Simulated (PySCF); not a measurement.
C4H3NOS, SMILES C(c1nccs1)=O.

The structure is a stationary point at PBE0-D3(BJ)/def2-SVP. Other conformers were not sampled.

Vertical ionisation energy (IE) and electron affinity (EA) in eV. Rows of orbital energies are one-electron estimates. Where ΔSCF, EOM or ADC give a negative EA the extra electron is unbound and the value depends on the basis.

```json
[
 {"level": "−ε(HOMO), −ε(LUMO), ωB97X/def2-TZVP (PySCF)", "IE": "9.87", "EA": "0.38"},
 {"level": "−ε(HOMO), −ε(LUMO), PBE/def2-TZVP (PySCF)", "IE": "6.25", "EA": "3.32"}
]
```
